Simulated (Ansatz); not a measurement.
All numbers were calculated with Ansatz.

A structure relaxed at PBE0-D4/def2-TZVP, charge 0, multiplicity 1:

```xyz
12

C    -1.462   -0.769    1.282
N    -0.433   -0.612    0.273
As   -0.005    1.128   -0.192
C     1.252    0.668   -1.622
H    -1.778   -1.816    1.329
H    -1.164   -0.462    2.295
H    -2.337   -0.177    1.002
H     0.384   -1.168    0.490
H     1.099    1.436    0.840
H     1.792    1.567   -1.924
H     0.683    0.292   -2.472
H     1.968   -0.088   -1.301
```

Q: Give its formula and SMILES.

A: C2H8AsN, `CN[AsH]C`.

Q: Summarise the bond lengths by kind.

A: 1 × C–N 1.450 Å; 6 × C–H 1.090 to 1.100 Å; 1 × As–N 1.851 Å; 1 × H–N 1.012 Å; 1 × As–C 1.958 Å; 1 × As–H 1.543 Å.
